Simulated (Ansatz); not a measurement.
Reaction (ligand exchange at the Si–C bond): `CO[SiH](C)C` + orthosilicic acid → `CO[SiH](C)O[Si](O)(O)O` + CH₄

Program: Ansatz. Geometries: PBE0-D4/def2-TZVP. ΔE: electronic, gas phase. CCSD(T)/CBS is the MP2 limit (def2-TZVPP, def2-QZVPP) plus CCSD(T) − MP2 in def2-TZVPP, frozen cores. This one scheme is used for every species. Each species was taken in one conformer, which may not be the lowest.

```csv
species,CCSD/CBS(def2) energy (Eh)
`CO[SiH](C)C`,-484.45409
`O[Si](O)(O)O`,-592.37604
`CO[SiH](C)O[Si](O)(O)O`,-1036.42648
CH₄,-40.45584
```

Task: Work out ΔE.

Result: ΔE = (-1036.42648) + (-40.45584) − (-484.45409) − (-592.37604) = -0.05219 Eh = -137.0 kJ/mol. CCSD(T)/CBS gives -135.7 kJ/mol.

Largest T1 diagnostic among the species: 0.011.

From BLYP to BHLYP (50 % exact exchange), in def2-TZVPP and without D4, ΔE moves by −11.1 kJ/mol. Leaving LDA and LC-ωPBE aside and taking each functional with its dispersion term where it has one, the values, not all of them listed here, spread over 25.5 kJ/mol, from BHLYP-D4 to revPBE-D4.
